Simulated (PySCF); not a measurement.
Relaxation of singlet RuS3

Level of theory: PBE0 in PySCF with Ru def2-SVP with ECP28, S def2-SVP; scalar-relativistic core potentials, no spin–orbit coupling; density-fitted integrals. A (50,194) grid was used.

A hand-made trigonal pyramidal start, of C3v symmetry, held to at least that symmetry:

```xyz
4
charge 0 multiplicity 1, angstrom
Ru    0.0000    0.0000   -0.4735
S     1.8365    0.0000    0.5030
S    -0.9183    1.5905    0.5030
S    -0.9183   -1.5905    0.5030
```

Optimiser trace:
| step | E − E(last) (kJ/mol) | largest gradient (Eh/bohr) |
| --- | --- | --- |
| 0 | 121.14 | 0.06800 |
| 1 | 56.50 | 0.03856 |
| 2 | 20.80 | 0.02422 |
| 3 | 8.15 | 0.01425 |
| 4 | 2.94 | 0.00689 |
| 5 | 0.87 | 0.00291 |
| 6 | 0.22 | 0.00172 |
| 7 | 0.03 | 0.00039 |
| 8 | 0.01 | 0.00077 |
| 9 | 0.00 | 0.00002 |

It ends at D3h with Ru–S 2.051 Å (×3); S–Ru–S 120.0° (×3). A frequency run shows a minimum.

The relaxation took of the order of 40 core-seconds on a shared host.
